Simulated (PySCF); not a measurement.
Level of theory: PBE-D3(BJ)/def2-TZVP // BP86-D3(BJ)/def2-SVP in PySCF. Gas-phase values, no solvent. One relaxed conformer stands for a flexible species; it need not be the lowest. 

Reference species: [Sc(NH2)3] (neutral, multiplicity 1).

The HOMO–LUMO gap comes out as 3.39 eV and the LUMO is -1.80 eV. The HOMO comes out as -5.19 eV.

After one change: the HOMO–LUMO gap rises by 0.05 eV; the LUMO falls by 0.79 eV; the HOMO falls by 0.84 eV.

Question: Which change was made? The new species is one of these.
A) [Sc(Br)3]
B) [Sc(NH2)2(Br)]
C) [Sc(NH2)(Br)2]

Answer: B, [Sc(NH2)2(Br)]
